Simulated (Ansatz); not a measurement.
Input for Ansatz (a quantum-chemistry and plane-wave program): R-r2SCAN/def2-TZVPP on BH4P (SMILES BP), a point of a torsion scan.

Ansatz 0.2 input:
```yaml
crystal:
  periodic: [false, false, false]
  atoms:
    - {symbol: B, position_ang: [-0.84095470, 0.01199551, -0.03185208]}
    - {symbol: P, position_ang: [1.03214430, 0.06852201, -0.07184920]}
    - {symbol: H, position_ang: [-1.49747484, 0.86054510, -0.49166857]}
    - {symbol: H, position_ang: [-1.34378334, -0.96473724, 0.36882157]}
    - {symbol: H, position_ang: [1.23435105, 1.26312657, -0.74177535]}
    - {symbol: H, position_ang: [1.19779580, -0.75909860, -1.16359993]}
basis:
  gaussian:
    orbitals: def2-TZVPP
hamiltonian:
  xc: {name: r2SCAN}
scf: {lower_state_search: off}
```

Q: Give the final energy of this run.

A: -368.5357 hartree.
